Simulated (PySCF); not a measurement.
## Input and output

[La3]− (singlet). PySCF 2.14.0, RKS CAM-B3LYP, La def2-SVP with ECP46; non-relativistic Hamiltonian with scalar-relativistic core potentials where named; density fitting; no spin-orbit coupling. Purpose: singlet excitations, Tamm-Dancoff CAM-B3LYP.

```python
mol = gto.M(atom='''
La     0.00000     0.00000     2.98999
La     0.00000    -0.00000    -0.00000
La    -0.00000     0.00000    -2.98999''',
    basis={'La': 'def2-SVP'},
    ecp={'La': 'def2-SVP'},
    charge=-1, spin=0)
mf = dft.RKS(mol, xc='CAMB3LYP')
mf.grids.atom_grid = (50, 194)  # f atoms: unpruned, at least (60, 302)
mf = mf.density_fit()  # fitting sets: La def2-universal-JKFIT
mf.conv_tol = 1e-08; mf.max_cycle = 55
mf.kernel(dm0)  # dm0: converged density of the relaxed state
td = mf.TDA(); td.nstates = 8; td.kernel()
```

Run from Python with OMP_NUM_THREADS=2; the lines above give its settings. Where DIIS fails, smearing, a level shift and second-order steps follow.
It took 42 s on 2 threads of Arm Neoverse V1, on a shared host, from an already converged density.

Q: Where do the frontier levels lie, over both spins?

A: HOMO -0.61 eV, LUMO 2.06 eV. 

Q: What does the SCF print?

A: 
```
init E= -94.3877180009776
cycle= 1 E= -94.3931339535829  delta_E= -0.00542  |g|= 0.0646  |ddm|= 0.555
cycle= 2 E= -94.3904581363989  delta_E= 0.00268  |g|= 0.112  |ddm|= 0.797
cycle= 3 E= -94.3959080126494  delta_E= -0.00545  |g|= 0.0139  |ddm|= 0.536
cycle= 4 E= -94.3961689529906  delta_E= -0.000261  |g|= 0.00678  |ddm|= 0.157
...
cycle= 11 E= -94.396298083544  delta_E= -1.29e-08  |g|= 3.02e-05  |ddm|= 0.00177
cycle= 12 E= -94.3962980861771  delta_E= -2.63e-09  |g|= 6.28e-06  |ddm|= 0.00103
Extra cycle  E= -94.3962980862476  delta_E= -7.04e-11  |g|= 7.58e-06  |ddm|= 0.000104
converged SCF energy = -94.3962980862476
```

Q: What are the Mulliken charges and spins?

A: 
| atom | charge (e) | spin (e) |
| --- | --- | --- |
| La1 | -0.398 | 0.000 |
| La2 | -0.205 | 0.000 |
| La3 | -0.398 | 0.000 |

Q: Which singlet excitations follow (Tamm-Dancoff, 8 states)?

A: 
```json
{"state": "1", "eV": "0.04", "oscillator strength": "0.0004"}
{"state": "2", "eV": "0.04", "oscillator strength": "0.0004"}
{"state": "3", "eV": "0.41", "oscillator strength": "0.0000"}
{"state": "4", "eV": "0.41", "oscillator strength": "0.0000"}
{"state": "5", "eV": "0.75", "oscillator strength": "0.0266"}
{"state": "6", "eV": "0.88", "oscillator strength": "0.0000"}
{"state": "7", "eV": "0.97", "oscillator strength": "0.0000"}
{"state": "8", "eV": "0.97", "oscillator strength": "0.0000"}
```
For an anion in a basis without diffuse functions, states above the detachment energy aren't bound: they are resonances at best, or continuum confined by the basis.

The geometry was relaxed with BP86 (La def2-SVP with ECP46).
